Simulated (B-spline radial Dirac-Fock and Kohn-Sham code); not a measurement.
**Ag 5s: cross section and angular parameters**

System: the free silver atom in the configuration 1s2 2s2 2p6 3s2 3p6 3d10 4s2 4p6 4d10 5s1; threshold 6.67 eV (orbital energy of the model). Method: Dirac-Hartree-Slater photoionisation with a Latter tail; cross sections with all multipoles, angular parameters from the dipole term and its interference with E2. Computed with a radial finite-basis atomic code.

```tsv
hν (eV)	σ (kb)	β	γ
60	20.9	1.946	0.028
108	13.7	1.972	0.164
179	7.51	1.981	0.247
221	5.67	1.983	0.266
225	5.53	1.983	0.267
286	3.93	1.986	0.276
360	2.81	1.987	0.273
438	2.10	1.988	0.260
557	1.45	1.990	0.231
600	1.29	1.990	0.219
891	0.673	1.991	0.134
1150	0.432	1.992	0.067
1160	0.426	1.992	0.064
1253.6	0.371	1.992	0.043
1280	0.358	1.992	0.038
1430	0.293	1.993	0.009
1490	0.273	1.993	-0.001
1840	0.186	1.993	-0.048
2160	0.139	1.993	-0.076
2900	?	?	?
2984.4	0.0760	1.994	-0.094
4920	0.0286	1.994	0.031
5100	0.0266	1.994	0.049
5414.7	0.0235	1.994	0.081
6000	0.0191	1.994	0.146
6010	0.0190	1.994	0.147
7190	0.0131	1.994	0.287
9251.7	0.00763	1.994	0.540
12600	0.00386	1.993	0.939
15000	0.00260	1.993	1.211
```

Q: Give the values at 2900 eV.

A: σ = 0.0803 kb, β = 1.994, γ = -0.095. For an s subshell δ is negligible.
